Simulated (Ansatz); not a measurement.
This triplet is an excited state, 0.96 eV above the relaxed singlet at the level composite: frozen-core CCSD(T) with HF/cc-pVQZ and the correlation energy extrapolated as X^-3 from cc-pVTZ and cc-pVQZ, plus CCSDT(Q) minus CCSD(T) in cc-pVDZ // PBE0-D3(BJ)/def2-TZVP (Ansatz, an electronic-structure program).

Method: PBE0-D3(BJ)/def2-TZVP run with Ansatz. No frequencies were computed at this level.

Ansatz 0.2 input:
```yaml
crystal:
  periodic: [false, false, false]
  atoms:
    - { symbol: C, position_ang: [0.558922, 0.278227, -0.250125] }
    - { symbol: O, position_ang: [-0.662925, 0.258925, 0.273723] }
    - { symbol: H, position_ang: [1.398361, -0.233827, 0.182971] }
    - { symbol: H, position_ang: [-1.294359, -0.303323, -0.20657] }
basis:
  gaussian: { orbitals: def2-tzvp }
hamiltonian:
  xc: pbe0
  dispersion: d3bj
relax:
  max_steps: 150
magnetization:
  spin_polarized: true
  initial_magnetization: 2
```

Output:

```
Functional definition: PBE0
419 factors; their error is unknown
mean field evaluation 1: about -3107.9368 eV, gradient 2.5e1 eV
mean field evaluation 2: about -3107.1711 eV, gradient 3.0e1 eV
mean field evaluation 4: about -3110.2923 eV, gradient 1.1e0 eV
mean field evaluation 8: about -3110.3078 eV, gradient 2.6e-2 eV
mean field evaluation 16: about -3110.3078 eV, gradient 7.4e-6 eV
mean field -3110.30784343 eV, -114.3017050035 hartree, gradient 7.4e-6 eV, S^2 2.005241; 0 other end points of the search recorded, 0 dependent functions left out
reference -3110.30786633 eV, -114.3017058451 hartree; 9, 7 occupied and 65, 67 virtual orbitals, 419 factors
relax step   1: F+E_penalty+E_count = -3110.33074198 eV  Δ(F+E_penalty+E_count) = +0.000e0 eV  max|allowed force component| = 7.636e-1 eV/Å  Δτ_max = 0.0000 Å  (27 SCF iters, accepted)
these checks for a lower state are left out or cut short: starts, cluster_reference, orbital_swaps, neighbouring_geometries, increment
419 factors; their error is unknown
mean field -3110.31671263 eV, -114.3020309406 hartree, gradient 1.3e-5 eV, S^2 2.005199; 0 other end points of the search recorded, 0 dependent functions left out
reference -3110.31673560 eV, -114.3020317850 hartree; 9, 7 occupied and 65, 67 virtual orbitals, 419 factors
relax step   2: F+E_penalty+E_count = -3110.33962019 eV  Δ(F+E_penalty+E_count) = -8.878e-3 eV  max|allowed force component| = 2.396e-1 eV/Å  Δτ_max = 0.0129 Å  (32 SCF iters, accepted)
these checks for a lower state are left out or cut short: starts, cluster_reference, orbital_swaps, neighbouring_geometries, increment
419 factors; their error is unknown
mean field -3110.31889403 eV, -114.3021111056 hartree, gradient 1.3e-5 eV, S^2 2.005179; 0 other end points of the search recorded, 0 dependent functions left out
reference -3110.31891706 eV, -114.3021119520 hartree; 9, 7 occupied and 65, 67 virtual orbitals, 419 factors
relax step   3: F+E_penalty+E_count = -3110.34181386 eV  Δ(F+E_penalty+E_count) = -2.194e-3 eV  max|allowed force component| = 4.900e-2 eV/Å  Δτ_max = 0.0150 Å  (30 SCF iters, accepted)
these checks for a lower state are left out or cut short: starts, cluster_reference, orbital_swaps, neighbouring_geometries, increment
419 factors; their error is unknown
mean field evaluation 32: about -3110.3143 eV, gradient 3.1e-4 eV
mean field -3110.31903006 eV, -114.3021161047 hartree, gradient 1.3e-5 eV, S^2 2.005182; 0 other end points of the search recorded, 0 dependent functions left out
reference -3110.31905309 eV, -114.3021169510 hartree; 9, 7 occupied and 65, 67 virtual orbitals, 419 factors
relax step   4: F+E_penalty+E_count = -3110.34195274 eV  Δ(F+E_penalty+E_count) = -1.389e-4 eV  max|allowed force component| = 2.750e-2 eV/Å  Δτ_max = 0.0035 Å  (31 SCF iters, accepted)
these checks for a lower state are left out or cut short: starts, cluster_reference, orbital_swaps, neighbouring_geometries, increment
419 factors; their error is unknown
mean field -3110.31904236 eV, -114.3021165566 hartree, gradient 1.3e-5 eV, S^2 2.005184; 0 other end points of the search recorded, 0 dependent functions left out
reference -3110.31906537 eV, -114.3021174023 hartree; 9, 7 occupied and 65, 67 virtual orbitals, 419 factors
relax step   5: F+E_penalty+E_count = -3110.34196473 eV  Δ(F+E_penalty+E_count) = -1.199e-5 eV  max|allowed force component| = 4.865e-3 eV/Å  Δτ_max = 0.0017 Å  (32 SCF iters, accepted)
419 factors; their error is unknown
mean field evaluation 64: about -3110.3190 eV, gradient 1.0e-4 eV
mean field -3110.31904236 eV, -114.3021165566 hartree, gradient 1.3e-5 eV, S^2 2.005184; 1 other end points of the search recorded, 0 dependent functions left out
reference -3110.31906537 eV, -114.3021174023 hartree; 9, 7 occupied and 65, 67 virtual orbitals, 419 factors
Total energy: -3110.34198775 eV, -114.3029597841 hartree
Atom 0 at     0.544267     0.285795    -0.245439 Å, force     0.003287     0.002264     0.001383 eV/Å
Atom 1 at    -0.674742     0.278985     0.275177 Å, force    -0.003876    -0.003462    -0.004865 eV/Å
Atom 2 at     1.396279    -0.249455     0.177250 Å, force    -0.001246    -0.000924    -0.000790 eV/Å
Atom 3 at    -1.265804    -0.315323    -0.206989 Å, force     0.001835     0.002123     0.004272 eV/Å
Dipole moment:    -0.149556    -0.318624    -0.070123 e Å
```

Cost: about 5 core-seconds (a rough figure).
